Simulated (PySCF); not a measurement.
Computed shifts of a molecule C3H9ClOSi, PBE0/pcSseg-1 in PySCF, GIAO, gas phase, atoms alike by connectivity averaged where their shifts nearly agree, in ppm (number of nuclei): ¹³C: 69.0 (1), 65.9 (1), 0.6 (1). ²⁹Si: 18.9 (1). ¹H: 5.28 (1), 3.60 (3), 3.38 (1), 3.20 (1), 0.82 (3). References: ¹³C against TMS (σ = 186.3 ppm); ¹⁷O against H2O (σ = 334.2 ppm); ²⁹Si against TMS (σ = 352.7 ppm); ³⁵Cl against HCl (σ = 945.9 ppm); ¹H against TMS (σ = 31.56 ppm), references at their B3LYP-D3(BJ)/def2-TZVP geometries, non-relativistic (without spin–orbit terms, shifts of atoms bonded to Cl or Br come out too high). The structure is a stationary point at B3LYP-D3(BJ)/def2-SVP. Other conformers were not sampled.

Q: Which structure fits?
A. C[Si@@H](Cl)CCO
B. CC[Si@@H](Cl)CO
C. CC[Si@@H](Cl)OC
D. COC[Si@H](C)Cl

A: D, COC[Si@H](C)Cl
